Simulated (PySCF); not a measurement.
Species: C7H11ClSi.
Cartesian coordinates in Å at the GFN2-xTB level; atoms count from 1:
```
atom  x, y, z in Å
C1     2.7570   -0.1307    0.8198
C2     1.8914   -0.2978    0.0106
C3     0.8394   -0.4930   -0.9719
C4     0.2330    0.8538   -1.3966
C5    -0.3549    1.6510   -0.2346
Si6   -1.6920    0.6446    0.6632
C7    -0.8487   -1.0497    0.8728
C8    -0.1783   -1.4981   -0.4115
Cl9   -1.4332   -1.8125   -1.6543
H10    3.5219    0.0152    1.5229
H11    1.2950   -0.9466   -1.8629
H12   -0.5422    0.6622   -2.1409
H13    1.0213    1.4370   -1.8817
H14    0.4479    1.9083    0.4592
H15   -0.7527    2.5905   -0.6183
H16   -2.9109    0.5355   -0.1412
H17   -1.9960    1.2044    1.9835
H18   -0.0746   -0.9864    1.6400
H19   -1.5536   -1.8160    1.1953
H20    0.3250   -2.4610   -0.2664
```

Probes without a nucleus sit at each ring's centroid and 1 Å off its mean plane on both sides; NICS is minus the shielding there, NICSzz its component along the normal. Level: GIAO PBE0/pcSseg-1 (PySCF, non-relativistic, gas phase) on the GFN2-xTB geometry, one conformer.

Ring bond lengths (Å), with Mayer bond orders in brackets: C3–C4 1.537 (1.03), C4–C5 1.527 (1.03), C5–Si6 1.899 (0.91), Si6–C7 1.904 (0.89), C7–C8 1.517 (1.00), C8–C3 1.536 (0.97).

Task: What do the NICS probes read (ppm)?

Result: 
```csv
ring,type,NICS(0),"NICS(1), two faces","NICS(1)zz, two faces",rms pucker (Å),"centre to ring atoms, mean (Å)"
C3–C4–C5–Si6–C7–C8,6-membered ring with Si; formal bonds all single,-2.4,-2.8 / -2.4,1.2 / 2.1,0.25,1.59
```

Task: What do they say, and how far can they be read as aromaticity?

Result: 
- C3–C4–C5–Si6–C7–C8: mean NICS(1)zz 1.7 ppm, near zero. C3, C4, C5, Si6, C7, C8 have four or more neighbours, so the value isn't read as a sign of a π ring current.

Task: What field does 9.4 T along the ring normal induce along that normal at the first NICS(1) probe listed for ring C3–C4–C5–Si6–C7–C8, 1 Å off the ring?

Result: NICSzz × B0 = 1.2 ppm × 9.4 T = 11 μT, along the applied field.

Task: How shielded are the nuclei of the rings and their hydrogens (means over atoms taken as equivalent)?

Result: 
```
atoms                  environment  σ isotropic (ppm)
   C3           propargylic carbon              149.1
   C4              ring CH2 carbon              161.2
   C5  sp3 carbon bound to silicon              181.6
  Si6                 SiH2 silicon              404.7
   C7  sp3 carbon bound to silicon              169.8
   C8              sp3 C–Cl carbon              121.0
  H11             methine hydrogen              28.77
  H12           methylene hydrogen              29.17
  H13           methylene hydrogen              29.77
  H14           methylene hydrogen              30.31
  H15           methylene hydrogen              31.03
  H16                Si–H hydrogen              27.23
  H17                Si–H hydrogen              27.79
  H18           methylene hydrogen              29.83
```

The list is cut; further classes of hydrogen are left out.

The run took 1.8 min wall (with the writing of density and orbital grids) on an Arm Neoverse N1 with one thread, no GPU, shared host with 64 logical CPUs at a one-minute load of 60, and the process peaked at 1.1 GiB of memory. This is the whole shielding run at PBE0/pcSseg-1, SCF included.
